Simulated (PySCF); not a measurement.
Highest occupied level (eV) of eight silicon and germanium compounds: PBE beside r2SCAN, computed with PySCF for isolated molecules in the bases named; differences from unrounded values. The eight are the first of their class met in an unordered collection, after screening for sound electronic states; none was chosen by its value. Each molecule has one DFT geometry for both levels.

```tsv
molecule	basis	r2SCAN	PBE	difference
C2H9NOSi, SMILES CC[Si@@H](N)O	def2-TZVP	-6.46	-6.16	0.30
F2H5NSi2, SMILES N([SiH2]F)[SiH2]F	def2-TZVP	-7.61	-7.29	0.31
CH₁₀FNSi₃, SMILES F[Si@H](N([SiH3])[SiH3])C	def2-TZVP	-6.66	-6.36	0.30
FH₅OSi₃, SMILES F[SiH]1[SiH2]O[SiH2]1	def2-TZVP	-6.67	-6.44	0.23
silole (C4H6Si), SMILES C1=C[SiH2]C=C1	def2-TZVP	-5.95	-5.81	0.15
C₄H₇NSi, SMILES [SiH2](C(=C)C#C)N	def2-TZVP	-6.25	-5.99	0.25
SiHBr₃, SMILES Br[SiH](Br)Br	def2-TZVP	-7.67	-7.32	0.35
GeF3Br, SMILES [F][Ge]([F])([Br])[F]	def2-TZVP	-8.86	-8.47	0.39
```

PBE lies below r2SCAN in 0 and above it in 8 of the eight; the mean signed difference is 0.29 and the largest 0.39 eV.
